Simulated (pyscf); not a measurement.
Optimised with ωB97X-D3(BJ)/def2-SVP in PySCF.

How much does it cost (ΔH, 298 K, ωB97M-D3(BJ)/def2-TZVP) to split H₂C=CH–CH₂–CH₂–CH=CH₂ at its C–C bond into •H₂C–CH=CH₂ + •H₂C–CH=CH₂?

C–C to •H₂C–CH=CH₂ + •H₂C–CH=CH₂: 59.1 kcal/mol. The 7 functionals that were run give +46.5 (r²SCAN) to +61.2 kcal/mol (M06-2X). The radicals are drawn with the spin at the cut bond; how far it spreads was not checked. H₂C=CH–CH₂–CH₂–CH=CH₂ lies 23.2 kcal/mol over its isomer cyclohexene, and others may lie lower still (electronic energy, ωB97M-D3(BJ)). Other isomers of •H₂C–CH=CH₂ were not searched in full and may lie lower.
